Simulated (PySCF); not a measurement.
# Heteronuclear NMR

Mapped SMILES: `[SiH3:1][O:2][SiH2:3][P:4]([SiH3:5])[SiH3:6]`. Each H is labelled by its parent atom.

[PySCF 2.14.0 with density-fitted response routines: NMR shieldings at PBE0/pcSseg-1/GIAO; geometry: GFN2-xTB; relativity neglected; equivalent nuclei averaged; no solvent model; one computed conformer]

(1) Predict the ³¹P NMR data.

(2) Predict the ²⁹Si NMR data.

(3) Predict the ¹⁷O NMR data.

Answers

(1) 
```csv
atoms,environment,σ (ppm),δ (ppm)
P4,phosphorus bonded to 3 Si,674.1,-288.3
```

Shieldings were converted by a linear fit to measured shifts: ³¹P: δ = 270.09 − 0.828σ (rms 18.1 ppm, 64 shifts vs H3PO4, solution or neat liquid). Occasional misses reach two or three times the rms, and more in compound classes unlike the fitted ones.

On a 500 MHz spectrometer ³¹P resonates near 202.4 MHz, so 1 ppm is 202.4 Hz.

(2) 
```json
{"atoms": "Si3", "environment": "silicon bonded to O, P, 2 H", "σ (ppm)": "363.7", "δ (ppm)": "-18.9"}
{"atoms": "Si1", "environment": "silicon bonded to O, 3 H", "σ (ppm)": "390.8", "δ (ppm)": "-41.3"}
{"atoms": "Si5/Si6", "environment": "silicon bonded to P, 3 H", "σ (ppm)": "433.3", "δ (ppm)": "-76.2"}
```

Shieldings were converted by a linear fit to measured shifts: ²⁹Si (scatter 8.9 ppm rms, 25.8 ppm with the 6 outliers that the fit left out vs TMS, solution or neat liquid). Occasional misses reach two or three times the rms, and more in compound classes unlike the fitted ones.

On a 400 MHz spectrometer ²⁹Si resonates near 79.5 MHz, so 1 ppm is 79.5 Hz.

(3) 
| atoms | environment | σ (ppm) | δ (ppm) |
| --- | --- | --- | --- |
| O2 | oxygen bonded to 2 Si | 325.2 | -29.5 |

Shieldings were converted by a linear fit to measured shifts: ¹⁷O (scatter 10.7 ppm rms, 12.2 ppm with the 3 outliers that the fit left out vs liquid water, solution or neat liquid). Occasional misses reach two or three times the rms, and more in compound classes unlike the fitted ones.

On a 600 MHz spectrometer ¹⁷O resonates near 81.3 MHz, so 1 ppm is 81.3 Hz.
